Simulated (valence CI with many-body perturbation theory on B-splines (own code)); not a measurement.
# Pb in three bases

Computed by valence CI with perturbative core correlation (CI+MBPT): four valence electrons over a frozen Dirac-Fock core [Xe] 4f14 5d10, radial functions for each j: 9 s, 9 p, 8 d, 6 f, 3 g, 1 h, with the one-electron correlation potential Σ1 (screened to all orders), the two-electron term Σ2, the three-electron term Σ3, Breit, model QED; selected single and double excitations, second order for the rest, scaled by the run's own slope (own B-spline code, finite nucleus).

Against 21 measured levels this calculation errs by 186 cm⁻¹ on average and by 422 at most. These come from a selection out of the NIST Handbook of Basic Atomic Spectroscopic Data. Levels without a partner in it may be off by more. Among the levels kept, up to 270 cm⁻¹ of a level comes from second order outside the variational space, and about a tenth of that is noise between levels of different J, which matters for small intervals.

The reference run has the lowest level (6s^2 6p1/2^2) J=0 and an ionisation energy of 7.38664 eV. Its largest variational space holds 20000 state functions.

Levels are named by their leading jj configuration (3d3/2^4 stands for four electrons in 3d with j = 3/2), which in mixed levels can hold well under half, so a name can repeat and another be missing.

Changed runs:
A. basis 6 s, 6 p, 5 d, 3 f, 1 g
B. basis 5 s, 5 p, 4 d, 2 f

Excitation energies of the reference run in cm⁻¹, and shifts in cm⁻¹:

```
                 Level  Reference         A         B
(6s^2 6p1/2 6p3/2) J=1       8091       -38      -108
(6s^2 6p1/2 6p3/2) J=2      10865       -24       -38
    (6s^2 6p3/2^2) J=2      21880       -57       -80
    (6s^2 6p3/2^2) J=0      29682       -46       -22
   (6s^2 6p1/2 7s) J=0      34974      -134      -341
   (6s^2 6p1/2 7s) J=1      35301      -123      -321
(6s^2 6p1/2 7p1/2) J=1      42743      -132      -266
(6s^2 6p1/2 7p1/2) J=0      44270      -116      -309
(6s^2 6p1/2 7p3/2) J=1      44517      -135      -327
(6s^2 6p1/2 7p3/2) J=2      44650      -124      -310
(6s^2 6p1/2 6d3/2) J=2      45305       -60       -63
(6s^2 6p1/2 6d5/2) J=2      45912       -89      -141
Ionisation energy (eV)    7.38664  -0.01847  -0.04926
```
